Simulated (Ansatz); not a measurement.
Reaction (ligand exchange at the Si–O bond): `FBO[SiH3]` + `[NH2][SnH3]` → `[SiH3][NH][SnH3]` + `OBF`

Calculated with Ansatz (gas phase, PBE0-D4/def2-TZVP geometries, no zero-point term in ΔE). CCSD(T)/CBS is the MP2 limit (def2-TZVPP, def2-QZVPP) plus CCSD(T) − MP2 in def2-TZVPP, frozen cores. This one scheme is used for every species. def2 core potentials past Kr. For Sn outer-core shells are correlated without core-valence functions, which leaves a few kJ/mol of doubt a bond. One conformer a species, not always the lowest.

`FBO[SiH3]`:

Cartesian coordinates in Å:
```
F -2.676 -0.590 0.049
B -1.529 0.003 -0.241
O -0.406 -0.478 0.315
Si 1.192 -0.054 0.229
H -1.540 0.941 -0.985
H 1.945 -1.214 -0.301
H 1.361 1.120 -0.664
H 1.652 0.273 1.598
```

`[NH2][SnH3]`:

Cartesian coordinates in Å:
```
N 0.941 0.846 0.221
Sn -0.581 -0.491 0.055
H 1.828 0.475 -0.096
H 0.774 1.701 -0.296
H -0.131 -1.830 1.008
H -1.962 0.297 0.667
H -0.870 -0.999 -1.559
```

`[SiH3][NH][SnH3]`:

```xyz
10

Si   -0.928   -0.138    1.355
N     0.451    0.338    0.458
Sn    0.792    0.005   -1.511
H    -0.570   -0.835    2.624
H    -1.695   -1.075    0.487
H    -1.830    0.992    1.725
H     1.116    0.955    0.898
H     2.399    0.504   -1.791
H    -0.305    0.916   -2.452
H     0.572   -1.661   -1.794
```

`OBF`:

Z-matrix (Å, degrees):
```
B
O 1 1.344
F 1 1.332 2 120.3
H 1 1.192 2 120.1 3 -180.0
H 2 0.963 1 113.4 3 -0.0
```

```
          level  ΔE (eV)
CCSD/def2-TZVPP     0.28
  HF/def2-QZVPP     0.38
```

**Question.** What does CCSD(T)/CBS give? (Best estimate.)

**Answer.** The calculation gave: +0.26 eV. The listed levels differ from it by 0.02, 0.12 eV.

Largest T1 diagnostic among the species: 0.013.

In def2-TZVPP, CCSD(T) changes the Hartree–Fock value by −0.11 eV (the triples alone add −0.01 eV) and MP2 by −0.12 eV. At CCSD(T), def2-SVP lies −0.12 eV from the extrapolated value and def2-TZVPP +0.01 eV.
